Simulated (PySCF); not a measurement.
Static polarisabilities and like-pair C6 coefficients by linear response at PBE0/aug-cc-pVTZ (PySCF, frozen core in the response, non-relativistic, gas phase), PBE0-D3(BJ)/def2-TZVP geometries, one conformer each; atomic units unless stated. Spin–orbit coupling is left out although an atom past zinc is present.

```
label                species     α     C6
    P        `N=C=N` (CH2N2)  29.1  342.2
    Q          `O=S=S` (S2O)  44.3  691.5
    R         `N#CN` (CH2N2)  26.7  310.3
    S  `c1cc[se]c1` (C4H4Se)  70.3   1766
```

Task: Estimate the unlike-pair coefficients by the rule C6(AB) = 2·C6(AA)·C6(BB) / [C6(AA)·αB/αA + C6(BB)·αA/αB], and compare with the geometric mean.

Result: 
| pair | combination rule | geometric mean | ratio |
| --- | --- | --- | --- |
| PQ | 485.3 | 486.5 | 0.998 |
| PR | 325.6 | 325.8 | 0.999 |
| PS | 775.9 | 777.3 | 0.998 |
| QR | 460.6 | 463.2 | 0.994 |
| QS | 1105 | 1105 | 1.000 |
| RS | 736.4 | 740.2 | 0.995 |

The rule is exact for one-pole polarisabilities and never exceeds the geometric mean; the two meet where both partners have the same effective excitation energy. These unlike-pair values are estimates, not computed integrals.
